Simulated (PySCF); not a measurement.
This PySCF input asks for the NMR shieldings of `[C@@H]1(B(C)[SiH2]C(Cl)Cl)[C@@H]2C[C@H]12`, C6H11BCl2Si; the geometry comes from GFN2-xTB.

```python
import basis_set_exchange as bse
import numpy as np
from pyscf import gto, dft
from pyscf.prop import nmr

atoms = """
C     0.122008   -1.206395   -1.994959
B    -0.015709   -0.477537   -0.607356
Si    1.287035   -0.869298    0.820221
C     2.835847    0.251897    0.449222
Cl    2.331960    1.956125    0.435757
Cl    3.544421   -0.163296   -1.123083
C    -1.055490    0.687590   -0.506233
C    -1.466877    1.400520    0.761881
C    -2.099711    0.225963    1.439238
C    -2.465760    0.594275    0.037726
H     0.243119   -2.284012   -1.895271
H    -0.693440   -1.018141   -2.690455
H     1.039728   -0.861255   -2.476141
H     1.011914   -0.502133    2.219762
H     1.889412   -2.213306    0.883210
H     3.642132    0.175440    1.176175
H    -1.015519    1.343207   -1.382157
H    -1.388153    2.426078    1.051271
H    -2.827063    0.433499    2.215014
H    -1.521741   -0.673666    1.614822
H    -3.407033    0.791388   -0.429115
"""
names = dict.fromkeys(["C", "B", "Si", "Cl", "H"], "pcSseg-1")
basis = {el: gto.basis.parse(bse.get_basis(n, elements=[el], fmt="nwchem")) for el, n in names.items()}
mol = gto.M(atom=atoms, basis=basis, charge=0, verbose=0)
mf = dft.RKS(mol, xc="PBE0")
mf.grids.level = 2
mf.grids.alignment = dft.numint.BLKSIZE   # the property module wants whole blocks of grid points
mf.conv_tol = 1e-9
mf.kernel()

calc = nmr.RKS(mf)   # GIAO
C = mf.mo_coeff
Co = C[:, mf.mo_occ > 0]
resp = mf.gen_response(singlet=True, hermi=2)
def vind(x):   # induced exchange potential for any number of trial vectors
    d = np.einsum("pi,xij,qj->xpq", C, 2 * x.reshape(-1, C.shape[1], Co.shape[1]), Co, optimize=True)
    return np.einsum("xpq,pi,qj->xij", resp(d - d.transpose(0, 2, 1)), C, Co, optimize=True).ravel()
mo1, _ = nmr.rhf.solve_mo1(calc, with_cphf=vind)
sigma = calc.kernel(mo1)
for i, s in enumerate(sigma):   # ppm
    w = np.linalg.eigvalsh((s + s.T) / 2)
    print("%2d %-2s iso %8.1f  s11 %8.1f  s22 %8.1f  s33 %8.1f" % (i, mol.atom_pure_symbol(i), w.mean(), *w))
```

Task: What does it print?

Result: 
```
 0 C  iso    158.7  s11    122.0  s22    171.3  s33    182.8
 1 B  iso    -13.3  s11    -98.5  s22    -71.9  s33    130.4
 2 Si iso    412.1  s11    400.1  s22    409.2  s33    427.1
 3 C  iso    114.3  s11     70.0  s22    133.6  s33    139.3
 4 Cl iso    713.3  s11    427.7  s22    723.0  s33    989.2
 5 Cl iso    720.2  s11    428.4  s22    734.3  s33    997.9
 6 C  iso    135.6  s11    114.1  s22    122.1  s33    170.6
 7 C  iso    181.2  s11    147.2  s22    191.5  s33    204.9
 8 C  iso    152.9  s11    136.3  s22    143.6  s33    178.9
 9 C  iso    165.5  s11    118.4  s22    175.6  s33    202.6
10 H  iso     29.9  s11     25.9  s22     29.1  s33     34.8
11 H  iso     29.7  s11     25.8  s22     29.8  s33     33.5
12 H  iso     30.1  s11     26.0  s22     28.7  s33     35.5
13 H  iso     27.4  s11     24.4  s22     26.6  s33     31.1
14 H  iso     27.5  s11     24.3  s22     25.6  s33     32.6
15 H  iso     25.8  s11     20.6  s22     26.0  s33     30.8
16 H  iso     30.0  s11     25.6  s22     26.8  s33     37.4
17 H  iso     29.4  s11     24.1  s22     26.2  s33     37.9
18 H  iso     30.4  s11     24.8  s22     25.8  s33     40.7
19 H  iso     31.2  s11     24.4  s22     30.8  s33     38.2
20 H  iso     28.8  s11     22.8  s22     26.2  s33     37.4
```

These numbers come from an equivalent density-fitted implementation of the same equations, which agrees with the script to about 0.01 ppm for H and up to a few tenths of a ppm for heavy atoms, so last digits may differ.

Size and cost of the density-fitted run: 246 basis functions, 120 s wall time on 1 thread of an Arm Neoverse N1, shared host; peak memory 1.1 GiB.
